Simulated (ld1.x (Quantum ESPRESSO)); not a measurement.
What one change does to a pseudopotential (Pt (Z = 78), PAW)

| Quantity | Value |
| --- | --- |
| Element | platinum |
| Generator | ld1.x (Quantum ESPRESSO) 7.5 |
| Type | PAW |
| Functional | PBE |
| Relativity | scalar-relativistic |
| Frozen core | [Xe] 4f14 |
| Valence charge | 10 |
| Reference configuration | 5d9 6s0.5 6p0.5 |
| Partial waves | 6s (bound): rcut 2.25, rcutus 2.45 bohr; 6s channel at 0.25 Ry: rcut 2.25, rcutus 2.45 bohr; 6p (bound): rcut 2.20, rcutus 2.80 bohr; 6p channel at 0.65 Ry: rcut 2.20, rcutus 2.80 bohr; 5d (bound): rcut 1.70, rcutus 2.15 bohr; 5d channel at 0.15 Ry: rcut 1.70, rcutus 2.15 bohr |
| Local potential | all-electron potential smoothed inside 1.70 bohr (lloc = -1) |
| Core correction | a·sin(br)/r model core, default radius (ld1.x builds one for every PAW set, though the input has nlcc=.false.) |
| Augmentation charge | BESSEL, radius 1.85 bohr |

Change: core correction a·sin(br)/r model core inside 1.84 bohr.

Cutoffs: the cutoffs (Ry, on a coarse ladder) from which the occupation-weighted sum of valence levels, in a spherical-Bessel basis at the reference potential, stays within 10 and 1 mRy of its value at 400 Ry; they do not see the model core or the augmentation charge, which bear on the density cutoff. Errors are all-electron minus pseudo energies relative to the spin-unpolarised reference configuration.

Q: How do hardness, ghosts and transferability respond?

A: The potential gets neither clearly harder nor softer (25 Ry and 40 Ry → 25 Ry and 40 Ry); both files keep a bound ghost (p, s); of the 7 tests that both files solve, the error grows in 0 and shrinks in 5 by more than 15 % and 0.3 meV (median size 19.2 → 17.3 meV). The default core radius of the base comes out at 1.10 bohr. A wider model core is smoother and lowers the density cutoff, which this test does not measure.

| quantity | base | changed |
| --- | --- | --- |
| cutoff, loose | 25 Ry | 25 Ry |
| cutoff, tight | 40 Ry | 40 Ry |
| bound ghosts | s, p | s, p |
| error for 5d9 6s1 6p0, meV [ΔE -2.46 eV] | +1.5 | +1.1 |
| error for 5d9 6s0 6p0, meV [ΔE 6.73 eV] | +3.3 | -1.9 |
| error for 5d8 6s0 6p0, meV [ΔE 26.70 eV] | -44 | -37 |
| error for 5d8 6s1 6p0, meV [ΔE 8.71 eV] | -28 | -20 |
| error for 5d8 6s1 6p1, meV [ΔE 4.11 eV] | -19 | -17 |
| error for 5d9 6s0 6p1, meV [ΔE 2.59 eV] | -0.9 | -1.0 |
| error for 5d6 6s0 6p0, meV [ΔE 104.57 eV] | -814 | -691 |
| s: phases at 3.04 bohr within 0.05 rad from the reference energy up to (Ry; the scan ends near 5) | 3.1 | 3.1 |
| p: phases at 3.04 bohr within 0.05 rad from the reference energy up to (Ry; the scan ends near 5) | 4.2 | 4.2 |
| d: phases at 3.04 bohr within 0.05 rad from the reference energy up to (Ry; the scan ends near 5) | to the end of the scan | to the end of the scan |
| lowest overlap eigenvalue by channel | s 0.28, p 0.44, d 1.00 | s 0.28, p 0.44, d 1.00 |

 A true bound ghost makes a file unfit for plane-wave use even where its test errors are small: the radial tests pick states by their node count and pass the ghost by.
